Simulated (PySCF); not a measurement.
In²⁺ (indium, charge +2): UHF calculation

Configuration: [Kr] 4d10 5s1, 2S determinant. Computed with PySCF 2.14 in aug-cc-pVQZ-PP with one added diffuse shell each of s, p, d, f, g type with ECP28MDF (8s8p6d4f3g, 117 functions), with scalar relativity through the core potential.

```
Total energy             : -188.393801 hartree
One-electron energy      : -321.4755 hartree
Hartree (Coulomb) energy : 148.5505 hartree
Exchange energy          : -15.4689 hartree
⟨S²⟩                     : 0.7508
⟨L²⟩                     : 0.000
Sum of ⟨r⟩               : 21.44 bohr
Sum of ⟨r²⟩              : 29.91 bohr²
```

```json
{"shell": "4s α", "electrons": "1", "mean orbital energy (hartree)": "-6.02914", "rms radius, mean of both spins (bohr)": "0.913"}
{"shell": "4s β", "electrons": "1", "mean orbital energy (hartree)": "-6.01763", "rms radius, mean of both spins (bohr)": "0.913"}
{"shell": "4p α", "electrons": "3", "mean orbital energy (hartree)": "-4.28090", "rms radius, mean of both spins (bohr)": "0.994"}
{"shell": "4p β", "electrons": "3", "mean orbital energy (hartree)": "-4.27764", "rms radius, mean of both spins (bohr)": "0.994"}
{"shell": "4d α", "electrons": "5", "mean orbital energy (hartree)": "-1.66464", "rms radius, mean of both spins (bohr)": "1.25"}
{"shell": "4d β", "electrons": "5", "mean orbital energy (hartree)": "-1.65656", "rms radius, mean of both spins (bohr)": "1.25"}
{"shell": "5s α", "electrons": "1", "mean orbital energy (hartree)": "-0.98366", "rms radius, mean of both spins (bohr)": "2.57"}
```

Energies and moments cover only the electrons outside the core potential.
